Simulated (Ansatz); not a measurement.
Ansatz (a first-principles code) input (B3LYP/6-31G*):

Ansatz 0.2 input:
```yaml
crystal:
  periodic: [false, false, false]
  atoms:
    - {symbol: O, position_ang: [0.85103499, -0.68978991, -0.03795289]}
    - {symbol: N, position_ang: [0.22084309, 0.41458700, -0.02944105]}
    - {symbol: O, position_ang: [-1.04427270, 0.32702628, 0.06371382]}
basis:
  gaussian:
    orbitals: 6-31G*
hamiltonian:
  xc: {name: B3LYP}
total_charge: -1
phonons: {temperatures: {t_min: 298.15, t_max: 298.15, t_step: 100}}
```

### Question
Which harmonic wavenumbers does it give?

### Answer
793, 1340, 1377 cm⁻¹ (unscaled; negative means imaginary).
